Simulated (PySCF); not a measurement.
Theory: PBE0-D3(BJ)/def2-SVP geometry optimisation, gas phase in PySCF. Rigid rotors, one computed conformer each. Atoms past krypton carry def2 core potentials. The geometries of the anions come from a basis without diffuse functions. Dipoles of ions are taken about the centre of mass.

Species:
1. `[F:1][CH2:2][CH2:3][C:4]([F:5])([F:6])[F:7]` with F1–C2–C3–C4 179° (1,1,1,3-tetrafluoropropane)
2. [MoS(CN)4]- (`N#[C][Mo-](=[S])([C]#N)([C]#N)[C]#N`) [radical]
3. `[N:1]#[C:2][S:3][c:4]1[cH:5][cH:6][o:7][cH:8]1` with C2–S3–C4–C5 -175°

Rotational constants (MHz) and dipole components (D):

| set | A | B | C | μa | μb | μc |
| --- | --- | --- | --- | --- | --- | --- |
| P | 867.2 | 865.9 | 706.7 | 0.01 | 0.02 | 4.53 |
| Q | 5087 | 1429 | 1410 | 0.37 | 0.13 | 0.02 |
| R | 4425 | 1184 | 935.0 | 3.24 | 2.09 | 0.05 |

**Question.** Which set belongs to which species?

**Answer.** P = 2, Q = 1, R = 3.

- 1 (set Q): mass 116.0 u, 7 heavy atoms, longest extent 4.7 Å, Cs, near-prolate asymmetric top, Ia, Ib, Ic = 99.3, 353.6, 358.3 u·Å².
- 2 (set P): mass 233.9 u, 10 heavy atoms, longest extent 6.1 Å, C4v, oblate symmetric top, Ia, Ib, Ic = 582.8, 583.6, 715.2 u·Å².
- 3 (set R): mass 125.0 u, 8 heavy atoms, longest extent 6.7 Å, asymmetric top, Ia, Ib, Ic = 114.2, 426.8, 540.5 u·Å².

Point groups hold within 0.08 Å; constants that symmetry makes equal can differ a little in the computed geometry, and forbidden dipole components can keep a residue. No structure here is proved a minimum.

Neither the SCF state along the optimisation nor the shape of the open-shell metal species was proved the lowest: other solutions of the same spin, or a structure of lower symmetry, can lie below.
